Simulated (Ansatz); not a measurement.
`CCF` + `BN[SiH3]` → `BN([SiH3])CC` + H–F at 500 K and 1 bar (substitution at a C–F bond).

Gas-phase electronic energies from Ansatz, PBE0-D4/def2-TZVP geometries. CCSD(T)/CBS adds triple-zeta CCSD(T) − MP2 to the extrapolated MP2 energy (def2 sets, frozen cores). This one scheme is used for every species. One conformer a species, not always the lowest.

| species | CCSD(T)/CBS energy (Eh) | H − E (kJ/mol) | S (J/(mol·K)) |
| --- | --- | --- | --- |
| `CCF` | -178.90141 | 205.5 | 299.6 |
| `BN[SiH3]` | -372.22946 | 202.1 | 342.4 |
| `BN([SiH3])CC` | -450.74134 | 368.4 | 431.3 |
| H–F | -100.39570 | 39.4 | 188.7 |

H − E and S are ideal-gas, rigid-rotor, harmonic terms from PBE0-D4/def2-TZVP, for one conformer and one mirror image of each species. 1 Eh = 2625.50 kJ/mol, R = 8.31446 J/(mol·K).

Question: By hand: ΔE, ΔH, ΔS and ΔG.

Answer: ΔE = (-450.74134) + (-100.39570) − (-178.90141) − (-372.22946) = -0.00617 Eh = -16.2 kJ/mol. Δ(H − E) = 368.4 + 39.4 − 205.5 − 202.1 = 0.2, so ΔH = -16.0 kJ/mol. ΔS = 431.3 + 188.7 − 299.6 − 342.4 = -22.0 J/(mol·K). ΔG = -16.0 − 500 × (-22.0)/1000 = -5.0 kJ/mol.

Question: By hand: the equilibrium constant, and the temperature at which ΔG would vanish if ΔH and ΔS stayed fixed.

Answer: log₁₀ K = −ΔG/(RT ln 10) = 0.5. ΔG = 0 at ΔH/ΔS = 727 K.

TΔS isn't small against ΔH here. The sign of ΔG lies within the doubt. A doubt of 5 kJ/mol in ΔE shifts log₁₀ K by 0.5 here. Other conformers and mirror images would add mixing entropy, several J/(mol·K) or more a flexible species. Modes under 60 cm⁻¹, often nearly free rotors, make the harmonic entropy too high. These are equilibria of isolated gas molecules and say nothing of rates. Largest T1 diagnostic: 0.012 (customary marks: 0.02 for closed shells, 0.045 for open ones).
